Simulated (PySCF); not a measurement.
## How methods differ on the ionisation energy of Sn

Sn [Kr] 4d10 5s2 5p2 [5p1/2^2, M_J = 0] → Sn⁺ [Kr] 4d10 5s2 5p1 [5p1/2^1, M_J = 1/2], as a difference of total energies. All numbers are calculated (PySCF 2.14, the two-component X2C-1e Hamiltonian, in x2c-TZVPall-2c with one added diffuse shell each of s, p, d, f type (9s10p6d3f, 90 functions)). Correlated levels: [Ar] 3d10 frozen; the 6 highest virtual spinors dropped. "Screened" scales the spin-orbit matrix elements by Boettger's factors to mimic the two-electron term; Breit and QED terms are absent.

```csv
method,ionisation energy (eV),error (eV)
GHF (spin-free),6.778,-0.566
GMP2 (spin-free),7.296,-0.048
GHF (screened spin-orbit),6.640,-0.704
GMP2 (screened spin-orbit),7.147,-0.197
```

Reference: 7.344 eV (measured; NIST Atomic Spectra Database, ionization energies).

The spin-free rows relax to the high-spin LS determinant and lack the spin-orbit shift.

Errors of the correlated levels include the incompleteness of this basis and the frozen core.

The labels give the starting determinants; with spin-orbit coupling the two ends relaxed to ⟨J²⟩ = 1.37, ⟨L²⟩ = 2.02, ⟨S²⟩ = 1.96 and ⟨J²⟩ = 0.79, ⟨L²⟩ = 2.06, ⟨S²⟩ = 0.78.

The determinant of Sn mixes levels of different J (the jj label is only the starting occupation), so the difference between spin-free and spin-orbit rows is not the physical spin-orbit shift.
